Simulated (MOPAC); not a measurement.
Input file for MOPAC: PM3 on H4OSn (SMILES [OH][SnH3]), a point of a torsion scan.

```
PM3 1SCF PRECISE CHARGE=0 THREADS=1
H4OSn

O      1.31241713 1     0.16690680 1     0.59715439 1
Sn    -0.50481205 1    -0.01313304 1    -0.05523868 1
H      2.02798222 1    -0.01311876 1    -0.00793053 1
H     -0.90101231 1    -1.62973845 1    -0.04206697 1
H     -0.58245010 1     0.62261305 1    -1.59496967 1
H     -1.33831224 1     0.85931311 1     1.06417961 1
```

It printed:

```
*******************************************************************************
 **                                                                           **
 **                              MOPAC v23.2.5                                **
 **                                                                           **
 *******************************************************************************
 ** MOPAC's Digital Object Identifier: https://doi.org/10.5281/zenodo.6511958 **
 **                                                                           **
 ** Please cite the open-source release paper for use of this MOPAC version:  **
 ** J. E. Moussa and J. J. P. Stewart (2026)                                  **
 ** MOPAC: An open-source semiempirical molecular orbital program             **
 ** J. Open Source Softw., 11(119), 8025, https://doi.org/10.21105/joss.08025 **
 *******************************************************************************

                              PM3 CALCULATION RESULTS

 *******************************************************************************
 *  PM3        - The PM3 Hamiltonian to be used
 *
 *
 *
 *                 CHARGE ON SYSTEM = 0
 *
 *
 *
 *  PRECISE    - TIGHTER CRITERIA TO BE USED
 *  1SCF       - DO 1 SCF AND THEN STOP
 *  THREADS=1  - MULTI-THREADING NOT USED
 *  T=         - A TIME OF 172800.0 SECONDS REQUESTED
 *  DUMP=N     - RESTART FILE WRITTEN EVERY 7200.0 SECONDS REQUESTED
 *******************************************************************************
PM3 1SCF PRECISE CHARGE=0 THREADS=1
 H4OSn

   ATOM   CHEMICAL          X               Y               Z
  NUMBER   SYMBOL      (ANGSTROMS)     (ANGSTROMS)     (ANGSTROMS)

     1       O          1.31241713  *   0.16690680  *   0.59715439  *
     2      Sn         -0.50481205  *  -0.01313304  *  -0.05523868  *
     3       H          2.02798222  *  -0.01311876  *  -0.00793053  *
     4       H         -0.90101231  *  -1.62973845  *  -0.04206697  *
     5       H         -0.58245010  *   0.62261305  *  -1.59496967  *
     6       H         -1.33831224  *   0.85931311  *   1.06417961  *



          CARTESIAN COORDINATES

    NO.       ATOM           X           Y           Z

     1         O          1.3124      0.1669      0.5972
     2        Sn         -0.5048     -0.0131     -0.0552
     3         H          2.0280     -0.0131     -0.0079
     4         H         -0.9010     -1.6297     -0.0421
     5         H         -0.5825      0.6226     -1.5950
     6         H         -1.3383      0.8593      1.0642

  H: (PM3): J. J. P. STEWART, J. COMP. CHEM. 10, 209 (1989).
  O: (PM3): J. J. P. STEWART, J. COMP. CHEM. 10, 209 (1989).
 Sn: (PM3): J. J. P. STEWART, J. COMP. CHEM. 12, 320-341 (1991).

           Empirical Formula: H4 O Sn  =     6 atoms



      MOLECULAR POINT GROUP   :   C1


      RHF CALCULATION, NO. OF DOUBLY OCCUPIED LEVELS = 7


 -------------------------------------------------------------------------------
 PM3 1SCF PRECISE CHARGE=0 THREADS=1
 H4OSn



     1SCF WAS SPECIFIED, SO BFGS WAS NOT USED
     SCF FIELD WAS ACHIEVED


                              PM3 CALCULATION
                                                       MOPAC v23.2.5 Linux




          FINAL HEAT OF FORMATION =        -10.63035 KCAL/MOL =     -44.47737 KJ/MOL


          COSMO AREA              =         93.81 SQUARE ANGSTROMS
          COSMO VOLUME            =         80.90 CUBIC ANGSTROMS

          IONIZATION POTENTIAL    =         11.253774 EV
          HOMO LUMO ENERGIES (EV) =        -11.254 -0.465
          NO. OF FILLED LEVELS    =          7
          MOLECULAR WEIGHT        =        138.7210         POINT GROUP:  C1

          MOLECULAR DIMENSIONS (Angstroms)

            Atom       Atom       Distance
            H     6    H     3     3.63902
            H     5    H     4     2.74610
            O     1    H     4     2.21616


          SCF CALCULATIONS        =          1





   ATOM   CHEMICAL          X               Y               Z
  NUMBER   SYMBOL      (ANGSTROMS)     (ANGSTROMS)     (ANGSTROMS)

     1       O          1.31241713  *   0.16690680  *   0.59715439  *
     2      Sn         -0.50481205  *  -0.01313304  *  -0.05523868  *
     3       H          2.02798222  *  -0.01311876  *  -0.00793053  *
     4       H         -0.90101231  *  -1.62973845  *  -0.04206697  *
     5       H         -0.58245010  *   0.62261305  *  -1.59496967  *
     6       H         -1.33831224  *   0.85931311  *   1.06417961  *

                             CARTESIAN COORDINATES

   1    O        1.312417130     0.166906800     0.597154390
   2   Sn       -0.504812050    -0.013133040    -0.055238680
   3    H        2.027982220    -0.013118760    -0.007930530
   4    H       -0.901012310    -1.629738450    -0.042066970
   5    H       -0.582450100     0.622613050    -1.594969670
   6    H       -1.338312240     0.859313110     1.064179610


           Empirical Formula: H4 O Sn  =     6 atoms



      MOLECULAR POINT GROUP   :   C1


                  EIGENVALUES
 -35.42726 -17.73127 -16.03677 -13.65454 -12.99327 -11.87722 -11.25377  -0.46490
   0.56677   0.99912   1.07026   5.14587


              NET ATOMIC CHARGES AND DIPOLE CONTRIBUTIONS

  ATOM NO.   TYPE          CHARGE      No. of ELECS.   s-Pop       p-Pop
    1          O          -0.566441        6.5664     1.77854     4.78790
    2         Sn           0.850727        3.1493     1.01806     2.13121
    3          H           0.205567        0.7944     0.79443
    4          H          -0.169735        1.1697     1.16974
    5          H          -0.176003        1.1760     1.17600
    6          H          -0.144114        1.1441     1.14411
 DIPOLE           X         Y         Z       TOTAL
 POINT-CHG.    -1.478    -0.313    -1.212     1.937
 HYBRID         0.600    -0.115    -0.375     0.717
 SUM           -0.877    -0.428    -1.587     1.863


          ATOMIC ORBITAL ELECTRON POPULATIONS

     Atom    s        px        py        pz
    1  O   1.77854   1.28391   1.92901   1.57497
    2 Sn   1.01806   0.58305   0.78874   0.75942
    3  H   0.79443
    4  H   1.16974
    5  H   1.17600
    6  H   1.14411

 **********************
 *                    *
 * JOB ENDED NORMALLY *
 *                    *
 **********************




 == MOPAC DONE ==
```

The run finished.

Cost: roughly 0.03 core-seconds.
